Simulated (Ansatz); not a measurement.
Reactions of C2H5BF2, SMILES `CCB(F)F`.

Gas-phase electronic energies from Ansatz, PBE0-D4/def2-TZVP geometries. CCSD(T)/CBS adds triple-zeta CCSD(T) − MP2 to the extrapolated MP2 energy (def2 sets, frozen cores). This one scheme is used for every species, atoms too. Open shells (•) are unrestricted, without spin–orbit coupling. Spin–orbit coupling would lower the free atoms: a little for B, C, F. For Br outer-core shells are correlated without core-valence functions, so the limit isn't a true one: a few kJ/mol of doubt a bond, and 10 to 20 or more in all where bonds break to atoms. Scalar relativity is left out up to krypton. Each species was taken in one conformer, which may not be the lowest.

Problem. Order these by ΔE at CCSD(T)/CBS, lowest first. (Estimate.)
A. `CCB(F)F` + HBr → `CCB(F)Br` + H–F
B. `CCB(F)F` → `FBF` + `C=C`
C. `CCB(F)F` + `C=C` → `C=CB(F)CC` + H–F
D. `CCB(F)F` + `[SiH3]N[SiH2]O[SiH3]` → `FB(F)N[SiH3]` + `CC[SiH2]O[SiH3]`
E. `CCB(F)F` + HCl → `CCB(F)Cl` + H–F
F. `CCB(F)F` + `C=O` → `O=CCB(F)F` + CH₄
G. `CCB(F)F` + HCl → `FB(F)Cl` + `CC`
H. `CCB(F)F` → B• + 2 C• + 2 F• + 5 H•

Solution. G (-15.6 kcal/mol), F (-9.9 kcal/mol), D (-5.5 kcal/mol), E (+14.4 kcal/mol), A (+16.3 kcal/mol), C (+32.2 kcal/mol), B (+36.0 kcal/mol), H (+1008.4 kcal/mol).

Largest T1 diagnostic: 0.015, for `C=O`.
